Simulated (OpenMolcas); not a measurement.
## Bi³⁺: effect of the basis set

```
Program             : OpenMolcas
Method              : SS-CASPT2, IPEA 0.25 Eh, imaginary shift 0.1 Eh (closed shells correlated: 5d)
Active space        : 2 electrons in 8 orbitals (6s 6p 7s 7p)
State averaging     : 2S+1 = 3 even, 3 roots; 2S+1 = 1 even, 7 roots; 2S+1 = 3 odd, 3 roots; 2S+1 = 1 odd, 3 roots
Spin-orbit coupling : state interaction with AMFI integrals over the reference wave functions, term energies averaged over their components
```

A. ANO-R2 [8s7p5d3f1g], X2C, finite nucleus; CASPT2 step about 6 core-seconds
B. ANO-RCC-VTZP [8s7p5d3f2g], DKH2, point nucleus; CASPT2 step of the order of 7 core-seconds
C. ANO-RCC-VQZP [9s8p6d4f3g], DKH2, point nucleus; CASPT2 step of the order of 15 core-seconds
D. ANO-RCC [11s10p9d6f4g], DKH2, point nucleus; CASPT2 step of the order of 30 core-seconds

Energies in cm⁻¹ above 6s² ¹S₀, the measured ground level; measured values from Moore, Atomic Energy Levels, vol. III, NSRDS-NBS 35 (1971 reprint of NBS Circular 467, 1958).

```json
{"Level": "6s² ¹S₀", "A": "0.0", "B": "0.0", "C": "0.0", "D": "0.0", "Measured": "0.0"}
{"Level": "6s 6p ³P°₀", "A": "73300", "B": "73290", "C": "73780", "D": "72920", "Measured": "70968"}
{"Level": "6s 6p ³P°₁", "A": "77800", "B": "77910", "C": "78090", "D": "77380", "Measured": "75926"}
{"Level": "6s 6p ³P°₂", "A": "94260", "B": "95270", "C": "94090", "D": "94230", "Measured": ""}
{"Level": "6s 6p ¹P°₁", "A": "111760", "B": "111700", "C": "111020", "D": "111010", "Measured": "114602"}
```

Deviations, from unrounded energies. A percentage is the sum of absolute deviations over the sum of measured energies, with the sign that they share, or ± where signs differ.

| Against measurement | Levels | A | B | C | D |
| --- | --- | --- | --- | --- | --- |
| mean absolute deviation (cm-1) | 3 | 2300 | 2400 | 2900 | 2300 |
| other configurations (%) | 3 | ±2.7 | ±2.8 | ±3.3 | ±2.7 |

A, B, D lie about equally close to measurement and C furthest from it. The largest miss of D in the table is 6s 6p ¹P°₁, by -3600 cm-1. The ranking rests on the paired levels alone, and a cruder setting can come out closer through cancelling errors.

Among A to D the level of the table that moves most is 6s 6p ³P°₂, by 1200 cm-1 (lowest in C, highest in B). Moves below CASPT2's spread within the term are not significant.

Over all roots computed the reference weight is 0.87 to 0.94 in A, 0.86 to 0.94 in B, 0.85 to 0.94 in C, 0.85 to 0.94 in D; the roots of lowest weight are the least certain, and an intruder state may touch them. The run also gave levels led by 6s 7s, which use shells meant for correlation; these and all levels above them are left out. Spin-orbit splittings of 6p shells tend to come out small when the coupling is added on scalar orbitals. Measured partners are found by configuration, term and J. A level has none where our copy of the source lacks it or the pairing is in doubt (some pairs that miss far off the trend of their configuration count as doubtful), and it then counts in no deviation. Only configurations of the active space appear. The table leaves out levels that lie high or whose names do not pair safely across all columns.

° marks odd parity.
